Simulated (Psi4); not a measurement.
CH5Si (SMILES C[SiH2]), doublet, geometry from GFN2-xTB. Base run: R2SCAN/def2-SVP in Psi4.

The Psi4 input:
```
memory 2 GB

molecule {
0 2
  C    -1.19243168   -0.16784419    0.12828578
  Si    0.66435470    0.08504505   -0.14296576
  H    -1.77784666    0.57243506   -0.41016203
  H    -1.51335466   -1.15062903   -0.20606812
  H    -1.44525161   -0.08155527    1.18441817
  H     1.11180308    1.43180120    0.19041623
  H     1.47827415   -0.95561745    0.47320178
}

set basis def2-svp
set reference uks

energy('r2scan')
print_variables()
```

Each row names what was changed in the base input (with any setting that the change needs).

```
change                                    E (Eh)  SCF-reference dipole (D)  SCF-reference <S^2>  core-seconds (rough)
------------------------------------  ----------  ------------------------  -------------------  --------------------
base                                  -330.37632                      0.82                0.754                    20
functional = dsd-pbep86               -330.04230                         -                0.753                     9
functional = tpss                     -330.46778                      0.83                0.752                    30
functional = blyp                     -330.38829                      0.83                0.751                     9
functional = m11                      -330.37090                      0.84                0.752                    10
functional = m06-l                    -330.42178                      0.80                0.754                    10
functional = scan                     -330.41765                      0.83                0.753                    20
functional = x3lyp                    -330.38370                      0.78                0.752                    10
functional = hf (with energy('scf'))  -329.55061                      0.67                0.754                     3
functional = b3lyp                    -330.45406                      0.79                0.752                     7
functional = pbe0                     -330.25500                      0.81                0.752                     8
functional = tpssh                    -330.45974                      0.81                0.752                    20
functional = m06                      -330.37603                      0.72                0.752                    20
```

Absolute energies of different levels of theory aren't comparable as measures of quality.

Open shells are given as the SCF converged; they aren't shown to be the lowest states, and a large step between rows can be another state.
